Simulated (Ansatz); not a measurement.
`C=NC(=N)[TeH]`. The species carries charge 0 and has multiplicity 1. Te takes the def2 core potential. Geometry: relaxed with PBE0-D4/def2-TZVP. It is one conformer, not always the lowest.

```xyz
9

C     0.465   -1.332   -0.350
N    -0.388   -0.644    0.275
C    -0.171    0.711    0.491
N     0.444    1.244    1.453
Te   -1.104    2.015   -0.899
H     1.380   -0.910   -0.777
H     0.287   -2.398   -0.478
H     0.831    0.538    2.081
H    -1.744    0.777   -1.796
```

Problem. What is the dipole moment at ωB97M-V/def2-TZVPP? (An estimate is asked.)

Solution. Ansatz gave: 3.01 D, with components (1.01, -2.39, -1.52) D in this frame, pointing from negative to positive charge.

Problem. And with PBE, r2SCAN, B3LYP? (Estimate.)

Solution. The calculation gave: PBE 2.75 D, r2SCAN 2.91 D, B3LYP 2.90 D.

Problem. Give the Mulliken charges with ωB97M-V, r2SCAN, B3LYP in def2-TZVPP. (An estimate is asked.)

Solution. The calculation gave: 
| atom | ωB97M-V | r2SCAN | B3LYP |
| --- | --- | --- | --- |
| C1 | -0.07 | 0.00 | -0.10 |
| N2 | -0.20 | -0.22 | -0.17 |
| C3 | 0.05 | 0.13 | 0.05 |
| N4 | -0.27 | -0.34 | -0.29 |
| Te5 | 0.14 | 0.13 | 0.17 |
| H6 | 0.11 | 0.08 | 0.10 |
| H7 | 0.13 | 0.09 | 0.13 |
| H8 | 0.11 | 0.15 | 0.14 |
| H9 | -0.01 | -0.02 | -0.03 |

B3LYP here is the variant with VWN-RPA as its local correlation; programs differ in this.
